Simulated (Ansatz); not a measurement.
**Nudged elastic band run: AlH$_{3}$OS$_{2}$**

Input file:

```yaml
crystal:
  periodic: [false, false, false]
  atoms:
    - { symbol: O, position_ang: [-1.981392, 0.194465, 0.458291] }
    - { symbol: Al, position_ang: [-0.335648, 0.028473, 0.124624] }
    - { symbol: S, position_ang: [0.965364, 0.003332, 1.871252] }
    - { symbol: S, position_ang: [0.376341, -0.145306, -1.935027] }
    - { symbol: H, position_ang: [-2.742674, 0.23749, -0.118331] }
    - { symbol: H, position_ang: [2.098423, -0.154632, 1.156388] }
    - { symbol: H, position_ang: [1.680886, -0.231821, -1.602896] }
basis:
  gaussian: { orbitals: def2-SVP }
hamiltonian:
  xc: r2scanh
  dispersion: d4
neb:
  order_check: false
  images: 6
  f_tol: 0.03
  max_iterations: 60
  climbing: false
  final_atoms:
    - { symbol: O, position_ang: [-1.74811458, 0.15911991, 0.27247369] }
    - { symbol: Al, position_ang: [-0.06767483, 0.01247532, 0.24866204] }
    - { symbol: S, position_ang: [0.93021365, 0.01678191, 2.17879308] }
    - { symbol: S, position_ang: [1.136546, -0.17747827, -1.56631777] }
    - { symbol: H, position_ang: [-2.41847229, 0.19686026, -0.40689243] }
    - { symbol: H, position_ang: [2.1534247, -0.13231748, 1.62678881] }
    - { symbol: H, position_ang: [0.07537734, -0.14344066, -2.39920642] }
  initial_path:
    images:
      - { positions_ang: [[-1.981392, 0.194465, 0.458291], [-0.335648, 0.028473, 0.124624], [0.965364, 0.003332, 1.871252], [0.376341, -0.145306, -1.935027], [-2.742674, 0.23749, -0.118331], [2.098423, -0.154632, 1.156388], [1.680886, -0.231821, -1.602896]] }
      - { positions_ang: [[-1.91657951, 0.12176477, 0.35384713], [-0.25304403, -0.12774935, 0.07707847], [1.02949855, -0.18901001, 1.85614263], [0.53994419, -0.37157579, -1.97259149], [-2.46840857, 0.44518652, -0.08740871], [1.96023759, 0.08748485, 1.32219198], [1.16965177, -0.03409999, -1.59495902]] }
      - { positions_ang: [[-1.85176703, 0.04906453, 0.24940327], [-0.17044005, -0.28397171, 0.02953294], [1.09363311, -0.38135202, 1.84103326], [0.70354739, -0.59784557, -2.01015598], [-2.19414313, 0.65288305, -0.05648641], [1.82205217, 0.32960171, 1.48799596], [0.65841754, 0.16362101, -1.58702204]] }
      - { positions_ang: [[-1.78695454, -0.0236357, 0.1449594], [-0.08783608, -0.44019406, -0.01801259], [1.15776766, -0.57369403, 1.8259239], [0.86715058, -0.82411536, -2.04772046], [-1.9198777, 0.86057957, -0.02556412], [1.68386676, 0.57171856, 1.65379993], [0.14718332, 0.36134202, -1.57908506]] }
      - { positions_ang: [[-1.7536292, -0.028685, 0.11841407], [-0.0495542, -0.44247945, -0.00029287], [1.15274619, -0.57177261, 1.86985834], [0.97575129, -0.82871139, -1.99504772], [-1.87356317, 0.85477532, -0.06678718], [1.69172415, 0.57490635, 1.72100005], [-0.08217506, 0.37396778, -1.69284369]] }
      - { positions_ang: [[-1.75179099, 0.03391663, 0.16976728], [-0.05559441, -0.29082786, 0.0826921], [1.07856868, -0.37558777, 1.97283658], [1.02934953, -0.61163368, -1.85213773], [-2.05519954, 0.6354703, -0.1801556], [1.84562433, 0.33916507, 1.6895963], [-0.0296576, 0.2014983, -1.92829793]] }
      - { positions_ang: [[-1.74995278, 0.09651827, 0.22112048], [-0.06163462, -0.13917627, 0.16567707], [1.00439116, -0.17940293, 2.07581483], [1.08294777, -0.39455597, -1.70922775], [-2.23683591, 0.41616528, -0.29352402], [1.99952452, 0.10342379, 1.65819256], [0.02285987, 0.02902882, -2.16375218]] }
      - { positions_ang: [[-1.74811458, 0.15911991, 0.27247369], [-0.06767483, 0.01247532, 0.24866204], [0.93021365, 0.01678191, 2.17879308], [1.136546, -0.17747827, -1.56631777], [-2.41847229, 0.19686026, -0.40689243], [2.1534247, -0.13231748, 1.62678881], [0.07537734, -0.14344066, -2.39920642]] }
```

Run as:

```bash
$ ansatz run input.yaml --threads 2 --pin off --max-ram 3072MiB --backend cpu --events-out ev --progress --plain --runs-dir out
```

Output, in part (warnings, iteration lines, the closing report on the highest movable image, with atoms numbered from 0):

```
NEB end point (image 0): max|allowed force component| = 9.193e-3 eV/Å (the criterion of neb.relax_end_points is 1.000e-2)
NEB end point (image 7): max|allowed force component| = 3.362e-3 eV/Å (the criterion of neb.relax_end_points is 1.000e-2)
NEB iter   1: max|band force component| = 4.903e1 eV/Å  barrier→ = 14.5639 eV  barrier← = 14.5615 eV  Δτ_max = 0.2000 Å  (204 SCF iters)
NEB iter   2: max|band force component| = 1.025e1 eV/Å  barrier→ = 2.3900 eV  barrier← = 2.3876 eV  Δτ_max = 0.2000 Å  (175 SCF iters)
NEB iter   3: max|band force component| = 5.733e0 eV/Å  barrier→ = 0.9779 eV  barrier← = 0.9754 eV  Δτ_max = 0.1983 Å  (168 SCF iters)
NEB iter   4: max|band force component| = 2.180e0 eV/Å  barrier→ = 0.4666 eV  barrier← = 0.4642 eV  Δτ_max = 0.1965 Å  (168 SCF iters)
NEB iter   5: max|band force component| = 9.419e-1 eV/Å  barrier→ = 0.3184 eV  barrier← = 0.3159 eV  Δτ_max = 0.1939 Å  (165 SCF iters)
NEB iter   6: max|band force component| = 1.825e0 eV/Å  barrier→ = 0.3355 eV  barrier← = 0.3330 eV  Δτ_max = 0.1005 Å  (169 SCF iters)
NEB iter   7: max|band force component| = 9.762e-1 eV/Å  barrier→ = 0.2053 eV  barrier← = 0.2028 eV  Δτ_max = 0.1007 Å  (159 SCF iters)
NEB iter   8: max|band force component| = 4.719e-1 eV/Å  barrier→ = 0.1662 eV  barrier← = 0.1637 eV  Δτ_max = 0.1926 Å  (160 SCF iters)
NEB iter   9: max|band force component| = 3.430e-1 eV/Å  barrier→ = 0.1264 eV  barrier← = 0.1240 eV  Δτ_max = 0.1959 Å  (164 SCF iters)
NEB iter  10: max|band force component| = 4.045e-1 eV/Å  barrier→ = 0.1250 eV  barrier← = 0.1226 eV  Δτ_max = 0.1023 Å  (156 SCF iters)
NEB iter  11: max|band force component| = 1.051e0 eV/Å  barrier→ = 0.1092 eV  barrier← = 0.1068 eV  Δτ_max = 0.0502 Å  (150 SCF iters)
NEB iter  12: max|band force component| = 6.378e-1 eV/Å  barrier→ = 0.1009 eV  barrier← = 0.0984 eV  Δτ_max = 0.0501 Å  (148 SCF iters)
NEB iter  13: max|band force component| = 3.013e-1 eV/Å  barrier→ = 0.0970 eV  barrier← = 0.0946 eV  Δτ_max = 0.0992 Å  (145 SCF iters)
NEB iter  14: max|band force component| = 1.924e-1 eV/Å  barrier→ = 0.0966 eV  barrier← = 0.0941 eV  Δτ_max = 0.1005 Å  (151 SCF iters)
NEB iter  15: max|band force component| = 1.485e-1 eV/Å  barrier→ = 0.0963 eV  barrier← = 0.0939 eV  Δτ_max = 0.0657 Å  (146 SCF iters)
NEB iter  16: max|band force component| = 4.434e-2 eV/Å  barrier→ = 0.0957 eV  barrier← = 0.0933 eV  Δτ_max = 0.0074 Å  (141 SCF iters)
NEB iter  17: max|band force component| = 2.092e-2 eV/Å  barrier→ = 0.0956 eV  barrier← = 0.0931 eV  Δτ_max = 0.0000 Å  (289 SCF iters)
Total energy: -30353.70669392 eV, -1115.4781465201 hartree
Atom 0 at    -1.831351     0.155375     0.430583 Å, force     0.014508     0.007754    -0.007914 eV/Å
Atom 1 at    -0.179686    -0.135172     0.206690 Å, force    -0.014523     0.005654     0.021799 eV/Å
Atom 2 at     1.013877    -0.025181     2.017717 Å, force     0.000131    -0.013380     0.003299 eV/Å
Atom 3 at     0.743984    -0.585742    -1.739528 Å, force     0.022189     0.016764    -0.012633 eV/Å
Atom 4 at    -2.538711     0.075070    -0.209545 Å, force     0.008542     0.001431    -0.003450 eV/Å
Atom 5 at     2.159513    -0.269009     1.346707 Å, force    -0.000628     0.002017     0.008983 eV/Å
Atom 6 at     0.693675     0.716661    -2.098323 Å, force    -0.030218    -0.020241    -0.010084 eV/Å
Dipole moment:    -0.106587     0.117070    -0.374849 e Å
```

The run converged. No image climbed, so the highest image needn't sit at the top of the path.

Final band:

```json
{"image": "0", "path coordinate (Å)": "0.00", "energy (kcal/mol)": "0.0"}
{"image": "1", "path coordinate (Å)": "0.45", "energy (kcal/mol)": "0.2"}
{"image": "2", "path coordinate (Å)": "0.91", "energy (kcal/mol)": "1.1"}
{"image": "3", "path coordinate (Å)": "1.36", "energy (kcal/mol)": "2.1"}
{"image": "4", "path coordinate (Å)": "1.82", "energy (kcal/mol)": "2.2"}
{"image": "5", "path coordinate (Å)": "2.27", "energy (kcal/mol)": "1.3"}
{"image": "6", "path coordinate (Å)": "2.73", "energy (kcal/mol)": "0.3"}
{"image": "7", "path coordinate (Å)": "3.18", "energy (kcal/mol)": "0.1"}
```

Run time: 2.3 min on 2 threads of Intel(R) Xeon(R) 6975P-C (Granite Rapids), with other jobs on the host, peak memory 0.2 GiB.
